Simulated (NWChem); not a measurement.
CH$_{3}$FOSi; SMILES O=C[SiH2]F

```xyz
7

O      0.0822    -2.0847     0.0000
C     -0.5361    -1.0482     0.0000
Si     0.4674     0.5904     0.0000
F     -0.5518     1.8581     0.0000
H     -1.6616    -1.0514     0.0000
H      1.3007     0.6366    -1.2307
H      1.3007     0.6366     1.2307
```
Atoms are numbered in this order, from 1.

All runs: NWChem. Geometry optimised at PBE0/def2-SVP; all other runs use it. Pople sets run with spherical d functions. Vzz has the sign of the potential's second derivative.

```json
[
 {"quantity": "charge (e), ESP O1", "level": "Hartree-Fock/6-31G*", "value": "-0.47"},
 {"quantity": "Vzz O1 (a.u.)", "level": "B3LYP/cc-pVTZ", "value": "-2.076"},
 {"quantity": "anisotropy (bohr³), static", "level": "PBE/6-31+G*", "value": "12.7"},
 {"quantity": "dipole in solution (D) in acetone", "level": "PBE/def2-SVP, SMD", "value": "0.76"},
 {"quantity": "dipole (D)", "level": "PBE0/def2-SVP", "value": "0.74"},
 {"quantity": "highest harmonic frequency (cm⁻¹)", "level": "PBE0/def2-SVP", "value": "2868"}
]
```
